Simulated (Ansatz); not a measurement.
System: CCl, charge 0, doublet. CCl (SMILES [C]Cl, doublet).
B3LYP-D3(BJ)/def2-TZVP minimum from Ansatz (an electronic-structure program):
```xyz
2

C      0.0000     0.0000    -1.2243
Cl     0.0000     0.0000     0.4321
```
Charge 0, spin multiplicity 2.

Total energies in hartree (Ansatz). UHF or UKS for unpaired electrons; spin-orbit terms are left out. Correlated methods leave the cores frozen. No relativity.

```tsv
species	HF/cc-pV(T+d)Z	CCSD(T)/cc-pV(T+d)Z	HF/cc-pV(Q+d)Z	CCSD(T)/cc-pV(Q+d)Z	CCSDT(Q)/cc-pV(Q+d)Z
1: CCl (SMILES [C]Cl, doublet)	-497.26057	-497.60037	-497.26659	-497.63211	-497.63443
2: C (triplet)	-37.69157	-37.78076	-37.69331	-37.78654	-37.78704
3: Cl (doublet)	-459.48556	-459.67356	-459.48916	-459.69449	-459.69547
```

Problem. Work out the atomisation energy (electronic, to ground-state atoms) in kcal/mol: take Hartree-Fock from cc-pV(Q+d)Z, extrapolate the CCSD(T) correlation energy as X^-3 (X = 3, 4), and add CCSDT(Q) - CCSD(T) in cc-pV(Q+d)Z. 1 hartree = 627.51 kcal/mol.

Solution. 
Species 1: correlation (64·(-0.36552) - 27·(-0.33980))/37 = -0.38429; step -0.00232; E1 = -497.26659 + (-0.38429) + (-0.00232) = -497.65320
Species 2: correlation (64·(-0.09323) - 27·(-0.08919))/37 = -0.09618; step -0.00050; E2 = -37.69331 + (-0.09618) + (-0.00050) = -37.78999
Species 3: correlation (64·(-0.20533) - 27·(-0.18800))/37 = -0.21798; step -0.00098; E3 = -459.48916 + (-0.21798) + (-0.00098) = -459.70812
-1·E1 +1·E2 +1·E3 = 0.15509 hartree = 97.3 kcal/mol.
